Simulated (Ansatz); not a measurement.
C₇H₁₃AlO₂⁺, that is AlMe2(acac) with one electron fewer. Charge 1, multiplicity 2. Geometry PBE-D4/def2-SVP.

```xyz
23

Al   -0.4339   -1.2286   -0.4242
C    -0.9493   -1.7162   -2.3176
H    -0.8182   -0.7649   -2.8716
H    -2.0003   -2.0599   -2.2973
H    -0.2535   -2.5080   -2.6527
C    -0.6766   -2.8757    0.7216
H    -0.3440   -2.5415    1.7251
H    -0.0352   -3.6721    0.3005
H    -1.7503   -3.1399    0.6913
O    -1.3261    0.2248    0.2074
C    -0.8227    1.3630    0.5910
C    -1.7964    2.3883    1.0613
C     0.5728    1.6169    0.5632
C     1.5491    0.6858    0.1244
C     3.0020    1.0168    0.1212
O     1.2292   -0.5040   -0.2981
H    -1.3127    3.3321    1.3663
H    -2.5341    2.5895    0.2559
H    -2.3797    1.9760    1.9118
H     0.9208    2.6005    0.9043
H     3.2134    2.0259    0.5145
H     3.3930    0.9325   -0.9151
H     3.5529    0.2586    0.7166
```

Task: Estimate the α-spin orbital energies around the gap (eV) in Ansatz with PBE-D4/def2-TZVP, PBE0-D4/def2-TZVP.

Result: 
| orbital | PBE-D4/def2-TZVP | PBE0-D4/def2-TZVP |
| --- | --- | --- |
| HOMO−5 | -13.08 | -14.49 |
| HOMO−4 | -12.79 | -14.44 |
| HOMO−3 | -12.18 | -13.80 |
| HOMO−2 | -11.30 | -12.77 |
| HOMO−1 | -11.20 | -12.72 |
| HOMO | -10.57 | -11.58 |
| LUMO | -7.22 | -6.16 |
| LUMO+1 | -4.12 | -3.17 |
| LUMO+2 | -3.95 | -2.80 |
| LUMO+3 | -3.35 | -2.52 |
| LUMO+4 | -2.98 | -2.19 |
| LUMO+5 | -2.69 | -1.84 |
| β HOMO | -10.74 | -11.48 |
| β LUMO | -9.90 | -9.35 |
